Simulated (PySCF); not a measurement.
## Steps of a relaxation of ErCl3(NH3)

ErCl3(NH3) (singlet in the valence; each metal's 4f electrons, 11 of them, lie in its core potential, out of spins and levels). PySCF 2.14.0, RKS PBE0, Er lcecp-1-SVP with ECP57, Cl def2-SVP, N def2-SVP, H def2-SVP; non-relativistic Hamiltonian with scalar-relativistic core potentials where named; density fitting; no spin-orbit coupling. Origin of the start: template. Columns: position (Å) and force (eV/Å). Energies are counted from the last step; some of the 10 steps are shown. Forces carry noise of the integration grid, about 0.01 to 0.03 eV/Å.

Run from Python with OMP_NUM_THREADS=2. Where DIIS fails, smearing, a level shift and second-order steps follow.
It took 58 s on 2 threads of Arm Neoverse V1 (shared host), from the converged density of the start.

```xyz
8
step 0  E = 0.499 eV
Er   -0.0943    0.0943   -0.0943     1.14   -1.14    1.14
Cl    1.3997    1.5883    1.3997    -0.90   -0.60   -0.90
Cl   -1.5883   -1.3997    1.3997     0.60    0.90   -0.90
Cl    1.3997   -1.3997   -1.5883    -0.90    0.90    0.60
N    -1.5276    1.5276   -1.5276     0.15   -0.15    0.15
H    -2.1407    2.1407   -0.9905    -0.10    0.10    0.12
H    -0.9905    2.1407   -2.1407     0.12    0.10   -0.10
H    -2.1407    0.9905   -2.1407    -0.10   -0.12   -0.10
```

```xyz
8
step 3  E = 0.073 eV
Er   -0.0295    0.0295   -0.0295     0.02   -0.02    0.02
Cl    1.2755    1.6417    1.2755     0.02    0.17    0.02
Cl   -1.6417   -1.2755    1.2755    -0.17   -0.02    0.02
Cl    1.2755   -1.2755   -1.6417     0.02   -0.02   -0.17
N    -1.4675    1.4675   -1.4675     0.03   -0.03    0.03
H    -2.0831    2.0831   -0.9287     0.03   -0.03    0.02
H    -0.9287    2.0831   -2.0831     0.02   -0.03    0.03
H    -2.0831    0.9287   -2.0831     0.03   -0.02    0.03
```

```xyz
8
step 6  E = 0.002 eV
Er    0.0286   -0.0286    0.0286    -0.09    0.09   -0.09
Cl    1.1697    1.8370    1.1697     0.01    0.01    0.01
Cl   -1.8370   -1.1697    1.1697    -0.01   -0.01    0.01
Cl    1.1697   -1.1697   -1.8370     0.01   -0.01   -0.01
N    -1.3846    1.3846   -1.3846     0.03   -0.03    0.03
H    -1.9959    1.9959   -0.8373     0.02   -0.02    0.01
H    -0.8373    1.9959   -1.9959     0.01   -0.02    0.02
H    -1.9959    0.8373   -1.9959     0.02   -0.01    0.02
```

Q: Where does the relaxation end?

A: It converges at step 9 in C3v:
```xyz
8
step 9  E = 0
Er    0.0230   -0.0230    0.0230
Cl    1.1586    1.8505    1.1586
Cl   -1.8505   -1.1586    1.1586
Cl    1.1586   -1.1586   -1.8505
N    -1.3760    1.3760   -1.3760
H    -1.9854    1.9854   -0.8256
H    -0.8256    1.9854   -1.9854
H    -1.9854    0.8256   -1.9854
```

Q: How did the contacts change?

A: 
| contact | start (Å) | end (Å) |
| --- | --- | --- |
| Er1–Cl2 (Cl) | 2.588 | 2.468 |
| Er1–Cl3 (Cl) | 2.588 | 2.468 |
| Er1–Cl4 (Cl) | 2.588 | 2.468 |
| Er1–N5 (NH3) | 2.483 | 2.423 |


An lcecp potential fixes the number of 4f electrons, so in runs with it no electron can move into or out of that shell.
